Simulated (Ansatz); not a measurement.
Start from `C[O][GeH]([OH])[Cl]` and change one atom or group to get `C[O][GeH]([OH])[OH]`.

Ansatz, PBE0-D4/def2-TZVP geometries, multiplicity 1. Each molecule was computed in one conformer, which needn't be the lowest.

Scalar relativity is left out up to krypton.

| property | `C[O][GeH]([OH])[Cl]` |
| --- | --- |
| size of the dipole moment (B3LYP/def2-TZVPP) / D | 1.44 |
| HOMO energy (B3LYP/def2-TZVPP) / eV | -8.19 |
| ideal-gas entropy at 298 K and 1 bar (rigid rotor, harmonic PBE0-D4/def2-TZVP) / J/(mol·K) | 373 |
| HOMO energy (PBE/def2-TZVPP) / eV | -6.82 |
| HOMO energy (PBE0/def2-TZVPP) / eV | -8.43 |
| LUMO energy (ωB97M-V/def2-TZVPP) / eV | 1.89 |

(1) Give the same properties after the change, and the shifts. (Estimate.)

Answers

(1) Ansatz gave: 
```
                                                                                  property  `C[O][GeH]([OH])[OH]`  shift
                                          size of the dipole moment (B3LYP/def2-TZVPP) / D                   1.53   0.09
                                                       HOMO energy (B3LYP/def2-TZVPP) / eV                  -7.96   0.23
ideal-gas entropy at 298 K and 1 bar (rigid rotor, harmonic PBE0-D4/def2-TZVP) / J/(mol·K)                    374      1
                                                         HOMO energy (PBE/def2-TZVPP) / eV                  -6.56   0.26
                                                        HOMO energy (PBE0/def2-TZVPP) / eV                  -8.20   0.23
                                                     LUMO energy (ωB97M-V/def2-TZVPP) / eV                   2.07   0.18
```

With PBE0 the HOMO rises by 0.23 eV and the LUMO rises by 0.43 eV, so the gap widens by about 0.20 eV. PBE moves the HOMO by 0.26 eV and ωB97M-V by 0.19 eV. The zero-point energy changes by 32.0 kJ/mol with +3 modes. Dipoles are sizes alone; their direction can turn. Modes under 60 cm⁻¹, often nearly free rotors, make the harmonic entropy too high.

B3LYP here is the variant with VWN-RPA as its local correlation; programs differ in this.
